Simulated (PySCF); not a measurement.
**Correlation energy of Ne²⁺ (neon, charge +2)**

[He] 2s2 2p4, high-spin 3P determinant. Calculation: PySCF 2.14, in def2-SVP (3s2p1d, 14 functions); no relativity, point nucleus. Frozen: 1s2; 6 electrons correlated.

MP2 pair energies summed by pair of shells (mhartree):

| pair | energy | share (%) |
| --- | --- | --- |
| 2p-2p | -41.86 | 46.9 |
| 2s-2p | -40.82 | 45.8 |
| 2s-2s | -6.54 | 7.3 |

Total MP2 correlation energy: -89.22 mhartree.

Same-spin part -21.25 and opposite-spin part -67.97 mhartree; SCS-MP2 scales them by 1/3 and 6/5 to -88.65 mhartree.

```
  level  correlation energy (mhartree)
   CCSD                        -101.98
    (T)                          -0.66
CCSD(T)                        -102.64
```

Diagnostics: T1 = 0.0033, D1 = 0.0055, largest double amplitude 0.031.

Cost of the coupled-cluster step: 0.07 s of wall time on 1 thread of Neoverse-V1 (shared host), for 6 correlated electrons.

Iterations:

```
CC2 = 0
CCSD nocc = (np.int64(4), np.int64(2)), nmo = (13, 13)
frozen orbitals [[0], [0]]
max_cycle = 100
direct = 0
conv_tol = 1e-08
conv_tol_normt = 1e-06
diis_space = 8
diis_start_cycle = 0
Init t2, MP2 energy = -0.0892189605600741
Init E_corr(UCCSD) = -0.0892189605623328
cycle = 1  E_corr(UCCSD) = -0.0995239608428623  dE = -0.0103050003  norm(t1,t2) = 0.0179533
cycle = 2  E_corr(UCCSD) = -0.101369848808155  dE = -0.00184588797  norm(t1,t2) = 0.0047613
cycle = 3  E_corr(UCCSD) = -0.101998234428545  dE = -0.00062838562  norm(t1,t2) = 0.00178399
cycle = 4  E_corr(UCCSD) = -0.101975480671177  dE = 2.27537574e-05  norm(t1,t2) = 0.000374681
cycle = 5  E_corr(UCCSD) = -0.101977839197891  dE = -2.35852671e-06  norm(t1,t2) = 4.70568e-05
cycle = 6  E_corr(UCCSD) = -0.101977591698911  dE = 2.47498981e-07  norm(t1,t2) = 6.52018e-06
cycle = 7  E_corr(UCCSD) = -0.101977670639958  dE = -7.89410469e-08  norm(t1,t2) = 8.62507e-07
cycle = 8  E_corr(UCCSD) = -0.101977662404485  dE = 8.23547279e-09  norm(t1,t2) = 1.11558e-07
UCCSD converged
E(UCCSD) = -126.2969516739607  E_corr = -0.101977662404485
UCCSD(T) correction = -0.000662828179473996
```
